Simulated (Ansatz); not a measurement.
`C[O][Ga]([SH])[Cl]` + CH₄ → `C[O][Ga]([CH3])[Cl]` + H₂S  (formal exchange of groups at a Ga–S bond)

Program: Ansatz. Geometries: PBE0-D4/def2-TZVP. ΔE: electronic, gas phase. CCSD(T)/CBS is the MP2 limit (def2-TZVPP, def2-QZVPP) plus CCSD(T) − MP2 in def2-TZVPP, frozen cores. This one scheme is used for every species. Functionals use def2-TZVPP. B3LYP here is the variant with VWN-RPA as its local correlation; programs differ in this. For Ga outer-core shells are correlated without core-valence functions, which leaves a few kJ/mol of doubt a bond. Scalar relativity is left out up to krypton. Each species was taken in one conformer, which may not be the lowest.

Q: Is it downhill or uphill in electronic energy at CCSD(T)/CBS, and by how much? (Best estimate.)

A: Ansatz gave: Uphill: ΔE = +95.7 kJ/mol.

Q: What do these levels give: BLYP-D4, B3LYP-D4, r2SCANh-D4, ωB97X-V, r2SCAN, B3LYP, BHLYP, CCSD/def2-SVP, MP2/def2-QZVPP, SCS-MP2/def2-QZVPP, HF/CBS(def2), CCSD/CBS(def2)? (An estimate is asked.)

A: Ansatz gave: BLYP-D4 98.9, B3LYP-D4 100.2, r2SCANh-D4 102.4, ωB97X-V 97.0, r2SCAN 102.2, B3LYP 98.0, BHLYP 100.7, CCSD/def2-SVP 104.5, MP2/def2-QZVPP 98.8, SCS-MP2/def2-QZVPP 98.0, HF/CBS(def2) 103.6, CCSD/CBS(def2) 94.8 kJ/mol.

Largest T1 diagnostic among the species: 0.013.

In def2-TZVPP, CCSD(T) changes the Hartree–Fock value by −8.6 kJ/mol (the triples alone add +0.9 kJ/mol) and MP2 by −5.4 kJ/mol. Leaving LDA and LC-ωPBE aside and taking each functional with its dispersion term where it has one, the values, not all of them listed here, spread over 8.4 kJ/mol, from ωB97M-V to B97M-V. LDA lies −3.1 kJ/mol from PBE without D4.
